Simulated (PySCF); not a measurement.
SMILES F[Si](F)(F)O[Si](F)(F)F, singlet (CAM-B3LYP/def2-SVP optimised geometry):

```
9

F     -1.120    -3.778    -2.636
Si    -1.661    -2.287    -2.601
F     -1.194    -1.540    -3.920
F     -3.247    -2.319    -2.567
O     -1.092    -1.523    -1.301
Si    -0.537    -0.751     0.000
F     -1.047    -1.466     1.320
F     -1.049     0.751     0.000
F      1.049    -0.751     0.000
```

Calculation: CAM-B3LYP/def2-TZVP (PySCF).

Problem. What are the frontier orbital energies and the dipole moment?

Solution. HOMO-2 -14.27 eV, HOMO-1 -13.31 eV, HOMO -13.31 eV, LUMO 0.71 eV, LUMO+1 1.88 eV; dipole moment 0.01 D.

Meta-Löwdin charges at CAM-B3LYP/def2-TZVP: F1 -0.48, Si2 1.85, F3 -0.48, F4 -0.48, O5 -0.84, Si6 1.85, F7 -0.48, F8 -0.48, F9 -0.48.
